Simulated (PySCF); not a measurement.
PySCF input for In(Br)(OH)(OMe) (CH₄BrInO₂), SMILES [In]([O]C)([OH])[Br], PBE0-D3(BJ)/def2-SVP. Geometry: PBE0-D3(BJ)/def2-SVP. The structure was generated by enumeration; whether it is a known compound was not checked. The def2 effective core potentials stand for the cores of In; spin–orbit coupling is left out. The values are those of a single conformer.

```python
import numpy as np
from pyscf import gto, scf, dft, df
from pyscf.hessian import thermo

mol = gto.M(
    atom='''
    In    0.23186866    0.39244512    0.00000000
    Br   -0.35036195   -2.00359532   -0.00000000
    O     2.13379065    0.97410422   -0.00000000
    H     2.73136309    0.21623444   -0.00000000
    O    -1.24042495    1.71964483   -0.00000000
    C    -1.01134238    3.10151617   -0.00000000
    H    -0.45936437    3.45458850   -0.89188889
    H    -1.99040187    3.61152447    0.00000000
    H    -0.45936438    3.45458850    0.89188891
    ''',
    basis='def2-SVP',
    ecp={'In': 'def2-svp'},
    charge=0,
    spin=0,
    max_memory=1600,
    verbose=3,
)
mf = dft.RKS(mol, xc='pbe0').density_fit(auxbasis='def2-universal-jkfit')
mf.disp = 'd3bj'
mf.grids.level = 3
mf.conv_tol = 1e-11
mf.max_cycle = 100
mf.kernel()

# [left out here: the lines that compute and print the analytic Hessian (its translational invariance restored by hand, since the grid's response is missing), thermochemistry and intensities]
```

Output:

```
converged SCF energy = -2954.34581146063

WARN: DFTD3 does not support analytical Hessian, using finite difference


WARN: Mole.unit (angstrom) is changed to Bohr

Mode                                 0                   1                   2
Irrep
Freq [cm^-1]                       26.5461             65.8335             76.9883
Reduced mass [au]                   1.2578              6.0800              2.9683
Force const [Dyne/A]                0.0005              0.0155              0.0104
Char temp [K]                      38.1940             94.7197            110.7690
Normal mode                   x     y     z       x     y     z       x     y     z
       0  In                 0.00 -0.00  0.01    0.05  0.00  0.00    0.00 -0.00 -0.05
       1  Br                -0.00  0.00 -0.01   -0.04  0.02 -0.00   -0.00  0.00  0.03
       2   O                 0.00  0.00  0.02    0.05 -0.00 -0.00    0.00  0.00  0.09
       3   H                 0.00  0.00  0.02    0.04 -0.00 -0.00    0.00  0.00  0.15
       4   O                -0.00 -0.00  0.07   -0.02 -0.07 -0.00   -0.00 -0.00 -0.06
       5   C                -0.00 -0.00 -0.09   -0.15 -0.06 -0.00   -0.00 -0.00  0.13
       6   H                -0.43 -0.05 -0.38   -0.18 -0.00 -0.00   -0.19  0.14  0.07
       7   H                -0.00 -0.00  0.35   -0.20 -0.14 -0.00   -0.00 -0.00  0.41
       8   H                 0.43  0.05 -0.38   -0.18 -0.00  0.00    0.19 -0.14  0.07
Mode                                 3                   4                   5
Irrep
Freq [cm^-1]                      103.3812            145.6559            220.2981
Reduced mass [au]                   6.3013              5.1629              4.7264
Force const [Dyne/A]                0.0397              0.0645              0.1351
Char temp [K]                     148.7426            209.5664            316.9599
Normal mode                   x     y     z       x     y     z       x     y     z
       0  In                 0.02 -0.02  0.00   -0.00  0.00  0.04   -0.01  0.00 -0.00
       1  Br                -0.03 -0.01 -0.00    0.00  0.00 -0.01    0.01  0.05 -0.00
       2   O                -0.05  0.20 -0.00    0.00 -0.00 -0.10   -0.00 -0.03  0.00
       3   H                 0.06  0.29 -0.00   -0.00 -0.00 -0.02   -0.03 -0.05 -0.00
       4   O                 0.01 -0.02 -0.00   -0.00 -0.00 -0.17   -0.09 -0.10  0.00
       5   C                 0.06 -0.02 -0.00    0.00 -0.00  0.03    0.10 -0.13 -0.00
       6   H                 0.08 -0.04  0.00   -0.14  0.14 -0.00    0.15 -0.21  0.00
       7   H                 0.08  0.01 -0.00    0.00 -0.00  0.27    0.17  0.01 -0.00
       8   H                 0.08 -0.04 -0.00    0.14 -0.14 -0.00    0.15 -0.21 -0.00
Mode                                 6                   7                   8
Irrep
Freq [cm^-1]                      266.1136            289.7703            547.1752
Reduced mass [au]                  20.9485              1.0877              8.5764
Force const [Dyne/A]                0.8741              0.0538              1.5129
Char temp [K]                     382.8782            416.9150            787.2634
Normal mode                   x     y     z       x     y     z       x     y     z
       0  In                 0.01  0.06  0.00    0.00  0.00 -0.00    0.02 -0.03  0.00
       1  Br                -0.02 -0.07 -0.00   -0.00 -0.00 -0.00    0.00  0.00 -0.00
       2   O                 0.03  0.00  0.00    0.00 -0.00 -0.06    0.06  0.01  0.00
       3   H                -0.00 -0.02 -0.00   -0.00 -0.00  0.96    0.04 -0.01  0.00
       4   O                -0.07 -0.02  0.00   -0.00 -0.00  0.03   -0.19  0.08  0.00
       5   C                 0.04 -0.04 -0.00    0.00 -0.00 -0.00   -0.01  0.09 -0.00
       6   H                 0.07 -0.08 -0.00    0.02 -0.02  0.00    0.04  0.02  0.00
       7   H                 0.08  0.04 -0.00    0.00  0.00 -0.03    0.06  0.23  0.00
       8   H                 0.07 -0.08  0.00   -0.02  0.02  0.00    0.04  0.02 -0.00
Mode                                 9                  10                  11
Irrep
Freq [cm^-1]                      616.6721            829.8011           1142.2977
Reduced mass [au]                  14.7142              1.0765              7.4718
Force const [Dyne/A]                3.2968              0.4367              5.7443
Char temp [K]                     887.2538           1193.8991           1643.5120
Normal mode                   x     y     z       x     y     z       x     y     z
       0  In                -0.04 -0.00 -0.00    0.01 -0.00 -0.00    0.00 -0.00  0.00
       1  Br                -0.00  0.00  0.00   -0.00 -0.00  0.00    0.00 -0.00 -0.00
       2   O                 0.21  0.07 -0.00    0.00  0.06  0.00    0.00 -0.00  0.00
       3   H                 0.10 -0.03 -0.00   -0.77 -0.57 -0.00    0.01  0.00 -0.00
       4   O                 0.03 -0.02 -0.00    0.01  0.00 -0.00    0.01  0.18  0.00
       5   C                 0.00 -0.02  0.00   -0.00 -0.00  0.00   -0.05 -0.18 -0.00
       6   H                -0.01 -0.01 -0.00   -0.00  0.01  0.00    0.00 -0.18  0.02
       7   H                -0.01 -0.05 -0.00   -0.00  0.00  0.00    0.04  0.02  0.00
       8   H                -0.01 -0.01  0.00   -0.00  0.01 -0.00    0.00 -0.18 -0.02
Mode                                12                  13                  14
Irrep
Freq [cm^-1]                     1171.0676           1185.0080           1467.3420
Reduced mass [au]                   1.2806              1.3557              1.0800
Force const [Dyne/A]                1.0347              1.1216              1.3701
Char temp [K]                    1684.9055           1704.9626           2111.1784
Normal mode                   x     y     z       x     y     z       x     y     z
       0  In                -0.00  0.00  0.00    0.00 -0.00  0.00    0.00 -0.00 -0.00
       1  Br                -0.00 -0.00 -0.00   -0.00  0.00  0.00   -0.00  0.00 -0.00
       2   O                 0.00 -0.00  0.00   -0.00  0.00 -0.00   -0.00 -0.00  0.00
       3   H                -0.00 -0.00 -0.00   -0.00 -0.00 -0.00   -0.00 -0.00  0.00
       4   O                 0.00 -0.00  0.05   -0.06  0.04  0.00   -0.01  0.02 -0.00
       5   C                -0.00  0.00 -0.12    0.12 -0.05 -0.00   -0.04  0.07 -0.00
       6   H                 0.14  0.54  0.17   -0.21  0.30 -0.08    0.41 -0.24  0.16
       7   H                 0.00  0.00  0.29   -0.18 -0.63  0.00   -0.33 -0.55  0.00
       8   H                -0.14 -0.54  0.17   -0.21  0.30  0.08    0.41 -0.24 -0.16
Mode                                15                  16                  17
Irrep
Freq [cm^-1]                     1469.2979           1479.6928           2994.6016
Reduced mass [au]                   1.0417              1.0951              1.0333
Force const [Dyne/A]                1.3250              1.4127              5.4595
Char temp [K]                    2113.9925           2128.9485           4308.5649
Normal mode                   x     y     z       x     y     z       x     y     z
       0  In                 0.00 -0.00  0.00   -0.00  0.00  0.00    0.00 -0.00 -0.00
       1  Br                -0.00  0.00 -0.00    0.00 -0.00  0.00   -0.00  0.00  0.00
       2   O                -0.00 -0.00 -0.00    0.00 -0.00 -0.00   -0.00 -0.00 -0.00
       3   H                -0.00 -0.00 -0.00    0.00  0.00 -0.00   -0.00  0.00  0.00
       4   O                -0.00  0.00  0.01   -0.01 -0.01  0.00   -0.00  0.00 -0.00
       5   C                 0.00  0.00  0.05   -0.04 -0.07  0.00    0.02  0.04  0.00
       6   H                -0.34  0.35 -0.05    0.28  0.47  0.38   -0.31 -0.18  0.52
       7   H                -0.00 -0.00 -0.69    0.06  0.11 -0.00    0.37 -0.18 -0.00
       8   H                 0.34 -0.35 -0.05    0.28  0.47 -0.38   -0.31 -0.18 -0.52
Mode                                18                  19                  20
Irrep
Freq [cm^-1]                     3068.5898           3099.8906           3884.2251
Reduced mass [au]                   1.1061              1.1033              1.0671
Force const [Dyne/A]                6.1368              6.2465              9.4856
Char temp [K]                    4415.0175           4460.0524           5588.5351
Normal mode                   x     y     z       x     y     z       x     y     z
       0  In                -0.00  0.00 -0.00    0.00 -0.00 -0.00   -0.00 -0.00  0.00
       1  Br                 0.00 -0.00  0.00    0.00 -0.00  0.00   -0.00 -0.00 -0.00
       2   O                 0.00 -0.00 -0.00    0.00  0.00 -0.00    0.04 -0.05  0.00
       3   H                -0.00  0.00  0.00    0.00  0.00 -0.00   -0.61  0.75 -0.00
       4   O                 0.00 -0.00 -0.00    0.00  0.00  0.00   -0.00  0.00  0.00
       5   C                -0.00 -0.00  0.09   -0.09  0.02 -0.00   -0.00 -0.00 -0.00
       6   H                 0.34  0.20 -0.54    0.12  0.08 -0.23    0.00  0.00 -0.00
       7   H                 0.00 -0.00  0.02    0.77 -0.39 -0.00   -0.00  0.00 -0.00
       8   H                -0.34 -0.20 -0.54    0.12  0.08  0.23    0.00  0.00  0.00
temperature 298.1500 [K]
pressure 101325.00 [Pa]
Rotational constants [GHz] 3.64974 0.91258 0.73344
Symmetry number 1
Zero-point energy (ZPE) 0.05502 [Eh]   144450.563 [J/mol]
                           tot       elec      trans        rot        vib
Entropy [J/mol/K]       411.916      0.000    177.241    122.449    112.226
Cv [J/mol/K]            103.144      0.000     12.472     12.472     78.200
Cp [J/mol/K]            111.458      0.000     20.786     12.472     78.200
Internal energy [J/mol]                      3718.434   3718.434 159572.884
Internal energy [Eh]   -2954.28220  -2954.34581
Enthalpy [J/mol]                             6197.391   3718.434 159572.884
Enthalpy [Eh]          -2954.28126
Gibbs free energy [J/mol]                  -46647.136 -32789.763 126112.718
Gibbs free energy [Eh] -2954.32803
static polarisability / bohr^3: [[60.974 -1.019  0.   ]
 [-1.038 87.853  0.   ]
 [-0.    -0.    42.568]]
largest difference of analytic and finite-field dipole derivatives / e: 0.003353564842029977
mode   freq/cm-1   IR/(km/mol)   Raman/(A^4/amu)   depolarisation
   1       26.55         1.586             0.001            0.750
   2       65.83         2.108             1.713            0.750
   3       76.99         0.035             0.095            0.750
   4      103.38        17.596             2.438            0.731
   5      145.66        37.180             0.138            0.750
   6      220.30         3.124             6.370            0.185
   7      266.11        40.125             5.333            0.219
   8      289.77        87.317             0.585            0.750
   9      547.18        27.902            32.737            0.179
  10      616.67        74.902            12.214            0.248
  11      829.80       100.421             1.243            0.728
  12     1142.30       236.167            12.841            0.406
  13     1171.07         0.101             2.155            0.750
  14     1185.01         0.619            13.592            0.152
  15     1467.34        10.668            15.546            0.609
  16     1469.30         3.153            22.510            0.750
  17     1479.69        40.497            18.955            0.689
  18     2994.60       109.736           184.205            0.017
  19     3068.59        46.104            86.896            0.750
  20     3099.89        25.480           213.382            0.531
  21     3884.23        74.423           120.620            0.260
max |gradient| / (hartree/bohr): 8.854502826807771e-05
APT charges: [ 1.5638 -0.5146 -0.7785  0.2546 -0.8951  0.5634 -0.0647 -0.0641 -0.0647]
```

The calculation finished and met its thresholds.
